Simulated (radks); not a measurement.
Q: Isoelectronic series with 4 electrons, all held in the configuration [He] 2s2, which need not be the ground one along the series. All-electron calculation, scalar-relativistic Kohn-Sham, r2SCAN, spin-polarised, spherical densities, finite nucleus; meta-GGA in the generalised Kohn-Sham scheme; Fermi nuclear charge, rms radius of each element as measured or else 0.836 A^(1/3) + 0.57 fm. Program: a radial shooting solver on a logarithmic mesh with Libxc functionals. Total energies (hartree) and orbital eigenvalues (eV):

| ion | E (hartree) | 2s | 1s |
|---|---|---|---|
| Be | -14.65204 | -5.7467 | -108.6360 |
| O4+ | -68.39082 | -103.2108 | -625.8710 |
| Ne6+ | -110.32761 | -193.1378 | -1048.728 |
| Mg8+ | -162.34245 | -310.5003 | -1581.221 |
| Si10+ | -224.47091 | -455.3868 | -2223.680 |
| S12+ | -296.75585 | -627.9177 | -2976.521 |
| Ar14+ | -379.24744 | -828.2403 | -3840.243 |
| Ca16+ | -472.00332 | -1056.527 | -4815.423 |
| Ti18+ | -575.08862 | -1312.977 | -5902.718 |
| Cr20+ | -688.57645 | -1597.811 | -7102.865 |

Estimate the row of C2+.

A: E (hartree) -36.50428; 2s -40.6865; 1s -312.4480.
